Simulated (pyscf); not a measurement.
PySCF, gas phase, ωB97X-D3(BJ)/def2-SVP geometries.

SMILES: O[Si](Cl)(Cl)O[SiH3]
```xyz
10

O     -0.7569    -1.7245     1.4993
Si    -1.1445    -1.0257     0.0716
Cl    -0.8593    -2.3534    -1.4589
Cl    -3.1162    -0.5055     0.1612
O     -0.2722     0.3151    -0.2324
Si    -0.5826     1.8654    -0.7913
H      0.0146    -2.3005     1.5234
H     -1.4067     1.7934    -2.0286
H      0.7284     2.4985    -1.0834
H     -1.3055     2.6385     0.2536
```

Problem. How much does it cost (ΔH, 298 K, ωB97M-D3(BJ)/def2-TZVP) to split HO–Si(Cl)(Cl)–O–SiH₃ at its O–Si bond into HO–Si•(Cl)–Cl + •O–SiH₃?

Solution. O–Si to HO–Si•(Cl)–Cl + •O–SiH₃: 136.3 kcal/mol. The 7 functionals that were run give +123.9 (PBE) to +137.2 kcal/mol (M06-2X). •O–SiH₃ lies 24.9 kcal/mol over its isomer HO–SiH₂•, and others may lie lower still (electronic energy, ωB97M-D3(BJ)). Other isomers of HO–Si•(Cl)–Cl were not searched in full and may lie lower.
